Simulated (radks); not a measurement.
Results of a calculation; reference values are marked as such.
Question: The niobium ion Nb2+, 39 electrons, occupied as [Kr] 4d3. Level of theory: scalar-relativistic Kohn-Sham, BLYP, spin-polarised, spherical densities, finite nucleus; open shells are filled with parallel spins first (spin-orbit coupling, left out, can overturn this in heavy ions); Fermi nuclear charge, rms radius 4.324 fm (a radial shooting solver on a logarithmic mesh with Libxc functionals). Some entries of the table are withheld. Estimate them.

orbital  occ.  eigenvalue (eV)  <r^2> (bohr^2)  <1/r> (bohr^-1)
1s down     1        -18829.18        0.001757            42.40
1s up       1        -18829.17        0.001757            42.40
2s up       1        -2648.894         0.02945            9.526
2s down     1        -2648.596         0.02944            9.526
2p up       3        -2367.432         0.02318            9.273
2p down     3        -2367.210         0.02318            9.274
3s up       1        -456.2076          0.2253            3.252
3s down     1        -456.0428          0.2253            3.251
3p up       3        -364.2473          0.2316            3.091
3p down     3        -364.0640          0.2316            3.090
3d up       5        -213.8577          0.2263            2.854
3d down     5        -213.5770          0.2261            2.854
4s up       1         -76.3738           1.516            1.175
4s down     1         -74.6705           1.502            1.182
4p up       3         -52.4103           1.916            1.036
4p down     3         -50.5282           1.904            1.042
4d up       3         -19.7450           4.062              (1)
4d down     0         -17.8704           4.317              (2)

Answer: 
(1) 4d up <1/r> (bohr^-1): 0.7142
(2) 4d down <1/r> (bohr^-1): 0.7021
